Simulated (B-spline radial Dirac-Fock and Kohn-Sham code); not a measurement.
# Relativistic shifts of the levels of Hg⁵⁺

System: mercury as Hg⁵⁺, configuration [Xe] 4f14 5d7.

Both columns are ΔSCF binding energies of the configuration average from a radial atomic solver: non-relativistic Hartree-Fock with a point nucleus, and Dirac-Fock with a finite nucleus and the Coulomb interaction alone, averaged over the two j levels with weights 2j+1.

```
shell  Hartree-Fock (eV)  Dirac-Fock (eV)  shift (eV)  shift (%)
   1s            75601.0          83632.6    +8031.59     +10.62
   2s            12829.5          14989.0    +2159.47     +16.83
   2p            12320.9          13049.4     +728.50      +5.91
   3s             3120.7           3662.2     +541.51     +17.35
   3p             2880.4           3085.5     +205.07      +7.12
   4s              754.3            891.7     +137.42     +18.22
   4p              649.0            698.2      +49.13      +7.57
   4f              195.1            179.1      -16.01      -8.21
   5s              177.2            203.8      +26.61     +15.01
   5p              140.1            147.7       +7.65      +5.46
   5d              81.44            79.60       -1.84      -2.26
```

Relativity binds 1s, 2s, 2p, 3s, 3p, 4s, 4p, 5s, 5p more strongly, among those listed most of all 4s in relative terms, and 4f, 5d more weakly, because the contracted s and p shells screen the nucleus better.

Values without a named source are computed, but for edge energies of neutral atoms, which are taken from tables.
